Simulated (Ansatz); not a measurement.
Reactions of C₃H₄BF, SMILES `BC1=CC1F`.

Calculated with Ansatz (gas phase, PBE0-D4/def2-TZVP geometries, no zero-point term in ΔE). CCSD(T)/CBS adds triple-zeta CCSD(T) − MP2 to the extrapolated MP2 energy (def2 sets, frozen cores). This one scheme is used for every species, atoms too. Functionals use def2-TZVPP. B3LYP here is the variant with VWN-RPA as its local correlation; programs differ in this. No spin–orbit coupling; open shells (•) take unrestricted orbitals. Spin–orbit coupling would lower the free atoms: a little for B, C, F. Elements past krypton have def2 core potentials. For Br, Ge, I outer-core shells are correlated without core-valence functions, so the limit isn't a true one: a few kJ/mol of doubt a bond, and 10 to 20 or more in all where bonds break to atoms. Scalar relativity is left out up to krypton. One conformer a species, not always the lowest.

```csv
reaction,CCSD(T)/CBS(def2) (kJ/mol)
`BC1=CC1F` → `FC1=CCB1`,?
`BC1=CC1F` → `BCC#CF`,43
`BC1=CC1F` → `C=C1BC1F`,15
`BC1=CC1F` → B• + 3 C• + F• + 4 H•,3649
`BC1=CC1F` + H₂ → `FC1C=C1` + BH₃,?
`BC1=CC1F` + `BrI` → `BI` + `FC1C=C1Br`,-15
`BC1=CC1F` → `BC1(F)C=C1`,24
`BC1=CC1F` + `Cl[CH]([GeH3])Br` → `B[CH](Cl)[GeH3]` + `FC1C=C1Br`,12
`BC1=CC1F` + `CC(N)=O` → `BNC(C)=O` + `FC1C=C1`,-79
`BC1=CC1F` + CH₄ → `CC1=CC1F` + BH₃,?
```

(1) Fill in the missing values. (An estimate is asked.)

Largest T1 diagnostic: 0.015, for `BNC(C)=O`.

Results:

(1) Computed: `BC1=CC1F` → `FC1=CCB1`: -107.9 kJ/mol; `BC1=CC1F` + H₂ → `FC1C=C1` + BH₃: +26.8 kJ/mol; `BC1=CC1F` + CH₄ → `CC1=CC1F` + BH₃: +70.1 kJ/mol.
